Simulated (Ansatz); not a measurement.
Ideal-gas functions of `C[CH2][SbH]` radical at 800 K and 1 bar, from an Ansatz frequency run at PBE0-D4/def2-TZVP.

Molar mass 151.83 g/mol, point group Cs (symmetry number 1), electronic degeneracy 2, moments of inertia 19.635, 173.282, 186.677 u Å². Harmonic wavenumbers (cm⁻¹, unscaled): 129, 210, 222, 493, 628, 650, 931, 977, 1062, 1210, 1249, 1407, 1451, 1490, 1494, 1935, 3038, 3065, 3102, 3104, 3125.

Use S(trans) = R[1.5 ln M + 2.5 ln T − 1.1517]; rotational temperatures θ = 24.2544 K / I; S(rot) = R[ln(√π/σ · √(T³/θAθBθC)) + 1.5]; for each mode x = 1.438777 ν̃/T, S = R[x/(eˣ − 1) − ln(1 − e⁻ˣ)] and H = RT x/(eˣ − 1); 1 cm⁻¹ = 0.0119627 kJ/mol; R = 8.31446 J/(mol·K).

Problem. By hand: the entropy, in J/(mol·K).

Solution. Translation 192.0. Rotation: θ = 1.2353, 0.14, 0.1299 K, giving 116.4. Vibration, mode by mode: 20.48, 16.46, 16.00, 9.58, 7.73, 7.47, 4.94, 4.62, 4.09, 3.32, 3.14, 2.51, 2.36, 2.23, 2.22, 1.18, 0.23, 0.22, 0.21, 0.21, 0.20, in all 109.4. Electronic 5.8. Sum 423.6 J/(mol·K).

Problem. By hand: H − E and G − E in kJ/mol, counted from the electronic energy.

Solution. Zero-point energy ½ × 30972 × 0.0119627 = 185.3; thermal vibration 45.8; translation, rotation and pV give 4 RT = 26.6. H − E = 257.7 kJ/mol, and G − E = 257.7 − 800 × 423.6/1000 = -81.2 kJ/mol.

Vibration gives 26 % of the entropy, 20.5 J/(mol·K) of it from the mode under 150 cm⁻¹: soft modes count most, and the harmonic formula is weakest for them.
